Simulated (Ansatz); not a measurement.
Reaction (hydrogenolysis of a C–C bond): `N=CC[SiH3]` + H₂ → `C[SiH3]` + `C=N`

Program: Ansatz. Geometries: PBE0-D4/def2-TZVP. ΔE: electronic, gas phase. CCSD(T)/CBS is the MP2 limit (def2-TZVPP, def2-QZVPP) plus CCSD(T) − MP2 in def2-TZVPP, frozen cores. This one scheme is used for every species. Functionals use def2-TZVPP. One conformer a species, not always the lowest.

```csv
level,ΔE (kcal/mol)
CAM-B3LYP-D4,-10.7
PBE0,-10.8
```

(1) What does CCSD(T)/CBS give? (Estimate.)

Largest T1 diagnostic among the species: 0.012.

Answers

(1) Computed: -10.1 kcal/mol. The listed levels differ from it by -0.6, -0.7 kcal/mol.

Leaving LDA and LC-ωPBE aside and taking each functional with its dispersion term where it has one, the values, not all of them listed here, spread over 4.1 kcal/mol, from B2PLYP to revPBE-D4. LDA lies +3.0 kcal/mol from PBE without D4. From BLYP to BHLYP (50 % exact exchange), in def2-TZVPP and without D4, ΔE moves by −1.1 kcal/mol. In def2-TZVPP, CCSD(T) changes the Hartree–Fock value by +5.1 kcal/mol (the triples alone add +1.2 kcal/mol) and MP2 by +6.6 kcal/mol.
